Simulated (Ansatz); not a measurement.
# How methods differ on B3N3H6 (borazine)

The runs start from one conformer, not always the lowest.

B3N3H6, singlet, SMILES `B1NBNBN1`. Each level relaxes the structure for itself.

Quantity: the zero-point energy at each level's own minimum, in kJ/mol. The values are calculated.

```json
{"level": "HF/STO-3G", "kind": "Hartree–Fock", "program": "Ansatz", "value (kJ/mol)": "288.3"}
{"level": "HF/3-21G", "kind": "Hartree–Fock", "program": "Ansatz", "value (kJ/mol)": "260.9"}
{"level": "HF/6-31G* (Cartesian functions)", "kind": "Hartree–Fock", "program": "Ansatz", "value (kJ/mol)": "259.8"}
{"level": "PBE/def2-SVP", "kind": "GGA", "program": "Ansatz", "value (kJ/mol)": "239.0"}
{"level": "B3LYP/6-31G* (Cartesian functions)", "kind": "global hybrid", "program": "Ansatz", "value (kJ/mol)": "245.7"}
{"level": "PBE0-D4/def2-TZVP", "kind": "global hybrid", "program": "Ansatz", "value (kJ/mol)": "245.8"}
{"level": "MP2/6-31G* (Cartesian functions)", "kind": "perturbation theory", "program": "Ansatz", "value (kJ/mol)": "248.7"}
```

Harmonic and unscaled. The values span 239.0 to 288.3 kJ/mol. Without the sets that lack polarisation functions the rows with a basis span only 239.0 to 259.8 kJ/mol.
